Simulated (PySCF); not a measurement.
## Correlation energy of Sn (tin, neutral)

[Kr] 4d10 5s1 5p2 5d1, one real determinant (an excited configuration). Calculation: PySCF 2.14, in x2c-TZVPPall with one added diffuse shell each of s, p, d, f type (9s7p5d3f, 76 functions); the spin-free X2C one-electron Hamiltonian (Gaussian nucleus). Frozen: [Ar] 3d10; 22 electrons correlated.

MP2 pair energies summed by pair of shells (mhartree):

| pair | energy | share (%) |
| --- | --- | --- |
| 4d-4d | -158.23 | 49.5 |
| 4p-4d | -49.71 | 15.5 |
| 4d-5p | -32.18 | 10.1 |
| 4d-5s | -21.29 | 6.7 |
| 4p-4p | -15.60 | 4.9 |
| 4s-4d | -11.08 | 3.5 |
| 4s-4p | -7.87 | 2.5 |
| 5p-5d | -4.63 | 1.4 |
| 5p-5p | -4.04 | 1.3 |
| 4p-5s | -3.05 | 1.0 |
| 5s-5p | -3.03 | 0.9 |
| 4p-5p | -2.83 | 0.9 |
| 4d-5d | -2.65 | 0.8 |
| 4s-4s | -1.46 | 0.5 |
| 5s-5d | -1.35 | 0.4 |
| 4s-5p | -0.30 | 0.1 |
| 4s-5s | -0.28 | 0.1 |
| 4p-5d | -0.11 | 0.0 |
| 4s-5d | -0.02 | 0.0 |

Total MP2 correlation energy: -319.71 mhartree.

Same-spin part -126.27 and opposite-spin part -193.45 mhartree; SCS-MP2 scales them by 1/3 and 6/5 to -274.22 mhartree.

The reference is one real determinant that mixes LS terms of this configuration.

This basis was not built for core-valence correlation, so the inner-shell part is incomplete.
